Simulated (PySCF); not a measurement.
# First hyperpolarisability: `O=CC1=CC=C[SiH2]1`, C₅H₆OSi

Molfile (atoms numbered from 1):
```
C5H6OSi
     RDKit          3D

 13 13  0  0  0  0  0  0  0  0999 V2000
    2.9393    0.1084    0.5656 O   0  0  0  0  0  0  0  0  0  0  0  0
    2.1308   -0.3169   -0.2266 C   0  0  0  0  0  0  0  0  0  0  0  0
    0.6858   -0.1781   -0.0771 C   0  0  0  0  0  0  0  0  0  0  0  0
   -0.2143   -0.6574   -0.9734 C   0  0  0  0  0  0  0  0  0  0  0  0
   -1.6371   -0.4330   -0.6754 C   0  0  0  0  0  0  0  0  0  0  0  0
   -1.9170    0.2327    0.4685 C   0  0  0  0  0  0  0  0  0  0  0  0
   -0.2828    0.6497    1.3053 Si  0  0  0  0  0  4  0  0  0  0  0  0
    2.4640   -0.8594   -1.1508 H   0  0  0  0  0  0  0  0  0  0  0  0
    0.0845   -1.1904   -1.8850 H   0  0  0  0  0  0  0  0  0  0  0  0
   -2.4031   -0.8002   -1.3670 H   0  0  0  0  0  0  0  0  0  0  0  0
   -2.9440    0.4460    0.7734 H   0  0  0  0  0  0  0  0  0  0  0  0
   -0.1180   -0.0004    2.6376 H   0  0  0  0  0  0  0  0  0  0  0  0
   -0.0377    2.1159    1.4272 H   0  0  0  0  0  0  0  0  0  0  0  0
  1  2  2  0
  2  3  1  0
  3  4  2  0
  4  5  1  0
  5  6  2  0
  6  7  1  0
  7  3  1  0
  2  8  1  0
  4  9  1  0
  5 10  1  0
  6 11  1  0
  7 12  1  0
  7 13  1  0
M  END
```

Method: quadratic response CAM-B3LYP/def2-TZVPD first hyperpolarisability, Taylor convention, gas phase in PySCF. Geometry: PBE0-D3(BJ)/def2-SVP.

Q: Give β for the processes computed.

A: In au, Taylor convention; the vector part is βᵢ = ⅓ Σⱼ (βᵢⱼⱼ + βⱼᵢⱼ + βⱼⱼᵢ); β∥ is 3/5 of the vector part along the dipole, the dipole points from − to +:
| process | λ (nm) | β vector norm | β∥ | β HRS | depolarisation ratio |
| --- | --- | --- | --- | --- | --- |
| static β(0;0,0) | ∞ | 295.8 | 95.7 | 136.6 | 3.71 |
| second harmonic β(−2ω;ω,ω) | 1907 | 333.5 | 111.0 | 152.6 | 3.80 |
| Pockels β(−ω;ω,0) | 1907 | 307.6 | 100.5 | – | – |
| second harmonic β(−2ω;ω,ω) | 1064 | 450.7 | 159.7 | 202.0 | 4.01 |
| Pockels β(−ω;ω,0) | 1064 | 336.4 | 112.2 | – | – |

Q: Which lowest excitations, dipole and polarisabilities go with it?

A: S1 3.61 eV (f = 0.000); S2 4.15 eV (f = 0.161); S3 5.25 eV (f = 0.000); dipole 3.97 D; isotropic α 89.3 au static, 89.8 au at 1907 nm, 90.8 au at 1064 nm, 91.2 au at 953.5 nm, 96.2 au at 532 nm.
